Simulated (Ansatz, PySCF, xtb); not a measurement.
Pair of molecules: HBr (SMILES Br) (first 2 atoms) with H4OSi (SMILES O[SiH3]); geometry from B3LYP-D3(BJ)/def2-TZVP, rigid monomers moved along the line of their centres of mass till H2···O3 is 2.64 Å.
(charge 0, multiplicity 1):
```xyz
8

Br    -0.609    -1.156    -0.021
H     -0.155    -0.423     1.135
O      0.545     0.757     3.388
Si     0.040     0.391     4.933
H      1.229     1.419     3.261
H      1.168    -0.116     5.746
H     -0.990    -0.649     4.761
H     -0.527     1.588     5.594
```

Interaction energies are E(AB) − E(A) − E(B) at the monomers' geometry in the complex; basis-set methods are counterpoise corrected. Rows marked so take none.

Rows in 3-21G carry no dispersion term and start afresh at each structure; the Pople sets are all-electron and without relativity.

Codes used: Ansatz (an electronic-structure program) with Gaussian orbitals; PySCF for 3-21G rows, the dispersion terms; xtb for the GFN methods. Values without a source in brackets are computed.

Question: One of these levels gives -2.76 kcal/mol for the interaction energy. Name it.
A) HF/3-21G (no counterpoise)
B) GFN2-xTB
C) r2SCAN-D3(BJ)/def2-TZVPPD
D) PBE/def2-TZVPPD

Answer: C, r2SCAN-D3(BJ)/def2-TZVPPD. The others give -3.55 (GFN2-xTB), -4.30 (HF/3-21G (no counterpoise)), -2.42 (PBE/def2-TZVPPD)
